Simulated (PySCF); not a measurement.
# Gas-phase thermal properties of BrF

Energies from PySCF (xtb for GFN2), thermal terms from the rigid-rotor harmonic-oscillator model, ideal gas at 1 bar. 6-31G* has spherical d functions here. All species are closed-shell singlets. B3LYP is the form with VWN-RPA correlation. Br: all electrons, no relativistic terms. The harmonic model lacks anharmonicity and excited electronic states, which grow with temperature; levels with a mode under 35 cm⁻¹ are left out.

```
level           point group  σ  ZPE (kJ/mol)  S°298 (J/mol/K)  Cp298 (J/mol/K)  S°1000 (J/mol/K)  H1000 − H298 (kJ/mol)
--------------  -----------  -  ------------  ---------------  ---------------  ----------------  ---------------------
B3LYP/6-31G*            C∞v  1           4.0            229.2             32.8             271.9                   25.0
GFN2-xTB                C∞v  1           3.0            230.6             34.3             274.3                   25.5
HF/6-31G*               C∞v  1           4.6            228.2             32.0             270.3                   24.7
PBE/def2-SVP            C∞v  1           3.8            229.4             33.1             272.3                   25.1
PBE0/def2-TZVP          C∞v  1           4.2            228.6             32.6             271.2                   24.9
```
σ: rotational symmetry number. Electronic degeneracy used: 1. Frequencies are unscaled.
